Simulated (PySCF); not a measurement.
C7H8O, charge -1, doublet, at a GFN2-xTB geometry (a state made from the parent by changing its charge; the spin is typed, not shown lowest); PySCF with SVWN5/STO-3G.

The PySCF input:
```python
from pyscf import gto, scf, dft

mol = gto.Mole()
mol.atom = '''
    C    -2.771211    0.239940   -0.129589
    O    -1.726566   -0.475866   -0.696409
    C    -0.414804   -0.186092   -0.237965
    C     0.576381   -0.936931   -0.846333
    C     1.957452   -0.721012   -0.451450
    C     2.238181    0.221057    0.513083
    C     1.245916    0.967276    1.116759
    C    -0.143921    0.758404    0.727658
    H    -3.690402   -0.118643   -0.603956
    H    -2.847071    0.077243    0.955804
    H    -2.680217    1.321662   -0.308195
    H     0.322509   -1.668743   -1.600322
    H     2.741069   -1.304759   -0.922715
    H     3.276197    0.384453    0.810971
    H     1.472106    1.708353    1.876215
    H    -0.909628    1.351505    1.210494
'''
mol.basis = 'sto-3g'
mol.charge = -1
mol.spin = 1
mol.verbose = 4
mol.build()

mf = dft.UKS(mol)
mf.xc = 'lda,vwn'
mf.level_shift = 1.0
mf.max_cycle = 100
mf.kernel()
```

It wrote (shortened):

```
PySCF version 2.14.0

[INPUT] verbose = 4
[INPUT] num. atoms = 16
[INPUT] num. electrons = 59
[INPUT] charge = -1
[INPUT] spin (= nelec alpha-beta = 2S) = 1
[INPUT] symmetry False subgroup None
[INPUT] Mole.unit = angstrom
[INPUT] Symbol           X                Y                Z      unit          X                Y                Z       unit  Magmom
[...]
nuclear repulsion = 343.565286996277
number of shells = 32
number of NR pGTOs = 144
number of NR cGTOs = 48
basis = sto-3g
ecp = {}

******** <class 'pyscf.dft.uks.UKS'> ********
method = UKS
initial guess = minao
damping factor = 0
level_shift factor = 1.0
DIIS = <class 'pyscf.scf.diis.CDIIS'>
diis_start_cycle = 1
diis_space = 8
diis_damp = 0
SCF conv_tol = 1e-09
SCF conv_tol_grad = None
SCF max_cycles = 100
direct_scf = True
direct_scf_tol = 1e-13
number electrons alpha = 30  beta = 29
XC library pyscf.dft.libxc version 7.1.2
    S. Lehtola, C. Steigemann, M. J. T. Oliveira, and M. A. L. Marques,  SoftwareX 7, 1–5 (2018)
XC functionals = lda,vwn
    P. A. M. Dirac,  Math. Proc. Cambridge Philos. Soc. 26, 376 (1930)
    F. Bloch,  Z. Phys. 57, 545 (1929)
    S. H. Vosko, L. Wilk, and M. Nusair,  Can. J. Phys. 58, 1200 (1980)
radial grids:
    Treutler-Ahlrichs [JCP 102, 346 (1995); DOI:10.1063/1.469408] (M4) radial grids

becke partition: Becke, JCP 88, 2547 (1988); DOI:10.1063/1.454033
pruning grids: <function nwchem_prune>
grids dens level: 3
symmetrized grids: False
atomic radii adjust function: <function treutler_atomic_radii_adjust>
small_rho_cutoff = 0
Set gradient conv threshold to 3.16228e-05
tot grids = 191376
init E= -340.411533005531

cycle= 1 E= -339.049028394698  delta_E= 1.36  |g|= 0.447  |ddm|= 3.95
cycle= 2 E= -339.17455276674  delta_E= -0.126  |g|= 0.115  |ddm|= 0.536
cycle= 3 E= -339.184788107236  delta_E= -0.0102  |g|= 0.0576  |ddm|= 0.146
cycle= 4 E= -339.187535414455  delta_E= -0.00275  |g|= 0.0336  |ddm|= 0.0718
cycle= 5 E= -339.188501984215  delta_E= -0.000967  |g|= 0.0201  |ddm|= 0.0433
cycle= 6 E= -339.188853641657  delta_E= -0.000352  |g|= 0.0131  |ddm|= 0.0252
cycle= 7 E= -339.18900131096  delta_E= -0.000148  |g|= 0.00886  |ddm|= 0.0156
cycle= 8 E= -339.189066170231  delta_E= -6.49e-05  |g|= 0.00638  |ddm|= 0.0101
cycle= 9 E= -339.189098248532  delta_E= -3.21e-05  |g|= 0.00462  |ddm|= 0.00679
cycle= 10 E= -339.189114435694  delta_E= -1.62e-05  |g|= 0.00339  |ddm|= 0.00469
cycle= 11 E= -339.189122850471  delta_E= -8.41e-06  |g|= 0.00251  |ddm|= 0.00327
[...]
cycle= 69 E= -339.189133297502  delta_E= -2.24e-09  |g|= 5.74e-05  |ddm|= 4.82e-05
cycle= 70 E= -339.189133298212  delta_E= -7.1e-10  |g|= 6.32e-05  |ddm|= 4.81e-05
cycle= 71 E= -339.189133298453  delta_E= -2.42e-10  |g|= 7.26e-05  |ddm|= 4.76e-05
cycle= 72 E= -339.189133299336  delta_E= -8.83e-10  |g|= 7.34e-05  |ddm|= 4.3e-05
cycle= 73 E= -339.189133301451  delta_E= -2.12e-09  |g|= 5.86e-05  |ddm|= 4.43e-05
cycle= 74 E= -339.189133303139  delta_E= -1.69e-09  |g|= 4.67e-05  |ddm|= 4.27e-05
cycle= 75 E= -339.189133303913  delta_E= -7.74e-10  |g|= 4.8e-05  |ddm|= 3.86e-05
cycle= 76 E= -339.189133304753  delta_E= -8.4e-10  |g|= 4.71e-05  |ddm|= 3.65e-05
cycle= 77 E= -339.189133304771  delta_E= -1.8e-11  |g|= 5.76e-05  |ddm|= 3.84e-05
cycle= 78 E= -339.189133304381  delta_E= 3.9e-10  |g|= 7.04e-05  |ddm|= 3.82e-05
cycle= 79 E= -339.189133303781  delta_E= 6e-10  |g|= 8.24e-05  |ddm|= 3.61e-05
cycle= 80 E= -339.189133306626  delta_E= -2.84e-09  |g|= 5.53e-05  |ddm|= 4.67e-05
cycle= 81 E= -339.189133307754  delta_E= -1.13e-09  |g|= 4.66e-05  |ddm|= 3.22e-05
cycle= 82 E= -339.189133308537  delta_E= -7.82e-10  |g|= 4.22e-05  |ddm|= 2.98e-05
cycle= 83 E= -339.189133308665  delta_E= -1.28e-10  |g|= 4.87e-05  |ddm|= 2.95e-05
cycle= 84 E= -339.189133309746  delta_E= -1.08e-09  |g|= 3.68e-05  |ddm|= 3.2e-05
cycle= 85 E= -339.189133310082  delta_E= -3.36e-10  |g|= 3.9e-05  |ddm|= 2.7e-05
cycle= 86 E= -339.189133310047  delta_E= 3.5e-11  |g|= 4.71e-05  |ddm|= 2.82e-05
cycle= 87 E= -339.189133310254  delta_E= -2.07e-10  |g|= 4.95e-05  |ddm|= 2.4e-05
cycle= 88 E= -339.189133311209  delta_E= -9.54e-10  |g|= 3.8e-05  |ddm|= 2.79e-05
cycle= 89 E= -339.189133311736  delta_E= -5.28e-10  |g|= 3.4e-05  |ddm|= 2.53e-05
cycle= 90 E= -339.189133311861  delta_E= -1.25e-10  |g|= 3.84e-05  |ddm|= 2.48e-05
cycle= 91 E= -339.189133311623  delta_E= 2.38e-10  |g|= 4.81e-05  |ddm|= 2.63e-05
cycle= 92 E= -339.189133312612  delta_E= -9.89e-10  |g|= 3.39e-05  |ddm|= 2.87e-05
cycle= 93 E= -339.189133312838  delta_E= -2.26e-10  |g|= 3.49e-05  |ddm|= 2.2e-05
cycle= 94 E= -339.189133312825  delta_E= 1.26e-11  |g|= 4.05e-05  |ddm|= 2.26e-05
cycle= 95 E= -339.189133313111  delta_E= -2.86e-10  |g|= 3.92e-05  |ddm|= 1.95e-05
cycle= 96 E= -339.189133313853  delta_E= -7.42e-10  |g|= 2.68e-05  |ddm|= 2.59e-05
Extra cycle  E= -339.189133301449  delta_E= 1.24e-08  |g|= 0.00015  |ddm|= 0.000988
SCF not converged.
SCF energy = -339.189133301449 after 100 cycles  <S^2> = 0.75410179  2S+1 = 2.0040976
```

Convergence was not reached.
